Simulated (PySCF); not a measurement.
# Structure from 2D NMR

Compound of formula C$_{8}$H$_{9}$NO. Correlations simulated from computed shifts and the bond graph:

HSQC (one-bond C–H):
```tsv
δH	δC
6.37	135.9
6.11	135.9
5.68	122.8
5.47	122.8
3.27	47.7
2.95	91.0
```

COSY cross peaks (H two or three bonds apart, from the bond graph; peaks can be absent where the dihedral angle is near 90°):
```tsv
δH	δH
6.37	6.11
5.87	4.30
5.68	5.47
```

HMBC (two and three bonds, from the bond graph):
```tsv
δH	δC
6.37	150.1, 138.1, 88.8
6.11	150.1, 138.1, 88.8
5.87	169.6, 47.7
5.68	150.1, 138.1, 47.7
5.47	150.1, 138.1, 47.7
4.30	169.6, 47.7
3.27	169.6, 150.1, 138.1, 122.8
2.95	138.1, 88.8
```

Carbons without hydrogens: δ 169.6, 150.1, 138.1, 88.8.

Calculated, not measured (PySCF 2.14.0 with density-fitted response routines): structure optimised with GFN2-xTB, shielding tensors at PBE0/pcSseg-1 (GIAO). Relativity neglected, equivalent nuclei averaged, single conformer, gas phase.

δ = σ(ref) − σ, references computed at the same level: TMS for $^{1}$H and $^{13}$C.

Exchangeable hydrogens are left out of these lists.

Q: Work out the connectivity.

A: `C(CC(C(C#C)=C)=C)(N)=O`.

Numbering as in the mapped SMILES `[CH:1]#[C:2][C:3](=[CH2:4])[C:5](=[CH2:6])[CH2:7][C:8]([NH2:9])=[O:10]` (H(Xn): hydrogen on atom n). Ha(C4) is cis to C2; Ha(C6) is cis to C3; Ha(N9) is cis to the C=O or C=S heteroatom; Hb(C4) is trans to C2; Hb(C6) is trans to C3; Hb(N9) is trans to the C=O or C=S heteroatom.

1. δC 169.6 is C8, an amide carbonyl carbon.
2. δC 150.1 is C5, a fully substituted alkene carbon.
3. δC 138.1 is C3, a fully substituted alkene carbon.
4. δC 135.9 is C4, a terminal =CH2 carbon (δH 6.37, 6.11).
5. δC 122.8 is C6, a terminal =CH2 carbon (δH 5.47, 5.68).
6. δC 91.0 is C1, a terminal alkyne carbon (δH 2.95).
7. δC 88.8 is C2, an alkyne carbon.
8. δC 47.7 is C7, an sp3 CH2 α to a carbonyl (δH 3.27).
9. HMBC from δH 6.37 reaches the proton-free carbons C5, C3, C2.
10. HMBC from δH 6.11 reaches the proton-free carbons C5, C3, C2.
11. HMBC from δH 5.68 reaches the proton-free carbons C5, C3.
12. HMBC from δH 5.47 reaches the proton-free carbons C5, C3.
13. COSY links 6.37–6.11, 5.87–4.30, 5.68–5.47.

The data come from this structure; uniqueness wasn't tested.

The OH or NH signal is concentration- and solvent-dependent in practice; the value given is the gas-phase one. The two substituents on the amide-type nitrogen aren't averaged: C–N rotation is slow on the NMR time scale. Shifts are as computed. Against solution values, carbons near 30 ppm lie about +3 ppm off and those near 130 ppm about +5 ppm. Of 1211 compounds with measured shifts, 218 miss one by over three times the rms of a fit or turn the order of signals round; such compounds aren't used in these exercises. Hydrogen bonding in solution deshields acid and N–H amide carbonyl carbons by as much as 10 ppm beyond these values.
